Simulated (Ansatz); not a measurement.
`N[SiH2][InH2]` + CH₃NH₂ → `CN[SiH2]N` + `[InH3]` at 500 K and 1 bar (cleavage of the Si–In bond).

Computed with Ansatz on PBE0-D4/def2-TZVP structures; ΔE is electronic, products minus reactants. CBS: MP2 limit from def2 TZ/QZ plus the TZ coupled-cluster correction, frozen cores. Elements past krypton have def2 core potentials. For In outer-core shells are correlated without core-valence functions, which leaves a few kJ/mol of doubt a bond. One conformer a species, not always the lowest.

```csv
species,CCSD(T)/CBS energy (Eh),H − E (kJ/mol),S (J/(mol·K))
`N[SiH2][InH2]`,-537.19857,188.3,411.4
CH₃NH₂,-95.75281,191.8,270.3
`CN[SiH2]N`,-441.39942,303.7,396.1
`[InH3]`,-191.56739,65.2,255.5
```

H − E and S are ideal-gas, rigid-rotor, harmonic terms from PBE0-D4/def2-TZVP, for one conformer and one mirror image of each species. 1 Eh = 2625.50 kJ/mol, R = 8.31446 J/(mol·K).

By hand: ΔE, ΔH, ΔS and ΔG.

ΔE = (-441.39942) + (-191.56739) − (-537.19857) − (-95.75281) = -0.01543 Eh = -40.5 kJ/mol. Δ(H − E) = 303.7 + 65.2 − 188.3 − 191.8 = -11.2, so ΔH = -51.7 kJ/mol. ΔS = 396.1 + 255.5 − 411.4 − 270.3 = -30.1 J/(mol·K). ΔG = -51.7 − 500 × (-30.1)/1000 = -36.7 kJ/mol.

By hand: the equilibrium constant, and the temperature at which ΔG would vanish if ΔH and ΔS stayed fixed.

log₁₀ K = −ΔG/(RT ln 10) = 3.8. ΔG = 0 at ΔH/ΔS = 1718 K.

ΔH outweighs TΔS. A doubt of 5 kJ/mol in ΔE shifts log₁₀ K by 0.5 here. Other conformers and mirror images would add mixing entropy, several J/(mol·K) or more a flexible species. These are equilibria of isolated gas molecules and say nothing of rates. Largest T1 diagnostic: 0.014 (customary marks: 0.02 for closed shells, 0.045 for open ones).
